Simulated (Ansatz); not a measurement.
Stepwise reaction of `[F][Hf]([F])([Cl])[Cl]` with hydrogen chloride, as a gas-phase model of exchange steps in deposition or etching. ΔE in kJ/mol; ΔG adds harmonic PBE0-D4 terms to CCSD(T)/CBS, at 1 bar.

Calculated with Ansatz (gas phase, PBE0-D4/def2-TZVP geometries, no zero-point term in ΔE). CCSD(T)/CBS is the MP2 limit (def2-TZVPP, def2-QZVPP) plus CCSD(T) − MP2 in def2-TZVPP, frozen cores. This one scheme is used for every species. DFT in def2-TZVPP. B3LYP here is the variant with VWN-RPA as its local correlation; programs differ in this. def2 core potentials past Kr. For Hf outer-core shells are correlated without core-valence functions, which leaves a few kJ/mol of doubt a bond.

| step | reaction | PBE-D4 | B3LYP-D4 | ωB97M-V | CCSD(T)/CBS | ΔG(400 K) |
| --- | --- | --- | --- | --- | --- | --- |
| 1 | `[F][Hf]([F])([Cl])[Cl]` + HCl → `[F][Hf]([Cl])([Cl])[Cl]` + H–F | 22.3 | 22.9 | 22.8 | 13.4 | 21.0 |

Question: Give the row of step 2, `[F][Hf]([Cl])([Cl])[Cl]` + HCl → `[Cl][Hf]([Cl])([Cl])[Cl]` + H–F. (An estimate is asked.)

Answer: Computed: 
```
step                                                            reaction  PBE-D4  B3LYP-D4  ωB97M-V  CCSD(T)/CBS  ΔG(400 K)
   2  `[F][Hf]([Cl])([Cl])[Cl]` + HCl → `[Cl][Hf]([Cl])([Cl])[Cl]` + H–F    22.3      22.7     23.3         12.6       23.5
```

Question: By hand: ΔE of the 2 steps together at CCSD(T)/CBS.

Answer: (13.4) + (12.6) = 26.0 kJ/mol, or 13.0 kJ/mol a step.

In ΔE the steps differ by no more than 0.8 kJ/mol. All are uphill at CCSD(T)/CBS. ΔG lies between 21.0 and 23.5 kJ/mol a step. PBE-D4 differs from CCSD(T)/CBS by 8.9 to 9.7 kJ/mol a step. Isolated molecules leave out the surface, adducts and barriers. Largest T1 diagnostic: 0.015.
